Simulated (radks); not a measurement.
The copper ion Cu2+, 27 electrons, occupied as [Ar] 3d9.

Method: non-relativistic Kohn-Sham, BLYP, spin-polarised, spherical densities, point nucleus; open shells are filled with parallel spins first; computed with a radial shooting solver on a logarithmic mesh with Libxc functionals.

Energy parts (eV):
part                       energy
total                  -44614.856
kinetic                 44585.561
electron-nucleus      -106108.789
Hartree                 18720.775
exchange-correlation    -1812.403

Orbitals (lengths in bohr, moments of r in powers of bohr; <r^-3> diverges for s and p1/2; r(max) is where P^2 peaks; r(90%) holds 90 % of the orbital's charge):
| orbital | occ. | eigenvalue (eV) | <r^-3> | r(90%) | r(max) |
|---|---|---|---|---|---|
| 1s up | 1 | -8774.815 | - | 0.0942 | 0.03488 |
| 1s down | 1 | -8774.814 | - | 0.0942 | 0.03488 |
| 2s up | 1 | -1066.220 | - | 0.369 | 0.1998 |
| 2s down | 1 | -1065.607 | - | 0.369 | 0.1998 |
| 2p up | 3 | -938.1226 | 674.1 | 0.339 | 0.1595 |
| 2p down | 3 | -937.6679 | 674.6 | 0.339 | 0.1594 |
| 3s up | 1 | -136.9261 | - | 1.08 | 0.6210 |
| 3s down | 1 | -135.7620 | - | 1.08 | 0.6213 |
| 3p up | 3 | -97.0594 | 86.04 | 1.16 | 0.6216 |
| 3p down | 3 | -95.9178 | 85.68 | 1.16 | 0.6220 |
| 3d up | 5 | -30.3579 | 8.426 | 1.59 | 0.5931 |
| 3d down | 4 | -29.3170 | 8.314 | 1.62 | 0.5950 |

The highest occupied level is 3d down at -29.317 eV. For comparison, the ionisation energy in NIST's Atomic Spectra Database is 36.84 eV (measured). In exact Kohn-Sham theory the highest level is minus the ionisation energy, but local and semilocal functionals leave it too shallow, through self-interaction and a potential that decays too fast; potentials with the right tail come closer. The electron density at the nucleus is 1.664e+04 e/bohr^3. Summed over all electrons, <r^2> = 15.64 bohr^2, which gives a Langevin (diamagnetic) susceptibility term of -12.4 x 10^-6 cm^3/mol. Spin moment in Bohr magnetons: 1. The density falls to 0.001 e/bohr^3 at r = 2.93 bohr.
